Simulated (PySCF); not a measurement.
## Tl₂O: calculation against measurement

Isolated Tl₂O, optimised in PySCF with density fitting and no spin–orbit coupling; def2 sets carry scalar-relativistic core potentials from Rb on. All levels below give a singlet of D∞h symmetry: PBE0/def2-TZVP O–Tl 2.092 Å (×2); B3LYP/def2-TZVP O–Tl 2.114 Å (×2); PBE/def2-TZVP O–Tl 2.124 Å (×2).

Measured fundamentals (Jacox, Vibrational and Electronic Energy Levels of Polyatomic Transient Molecules, as compiled in the NIST Chemistry WebBook) beside computed harmonic wavenumbers, in cm⁻¹:

| mode as compiled | computed symmetry | measured | medium | PBE0/def2-TZVP | B3LYP/def2-TZVP | PBE/def2-TZVP |
| --- | --- | --- | --- | --- | --- | --- |
| – asym. stretch | σu+ | 643.6 | argon matrix | 682 | 660 | 641 |

Q: How close does each level come?

A: Mean absolute differences: PBE0/def2-TZVP 5.9 %, B3LYP/def2-TZVP 2.5 %, PBE/def2-TZVP 0.3 %. The mean ratio of measured to computed values at PBE/def2-TZVP is 1.003. Harmonic values should lie a little above fundamentals; matrices shift bands further, usually down by up to a few per cent.

 With an element this heavy the missing spin–orbit coupling can shift these numbers.
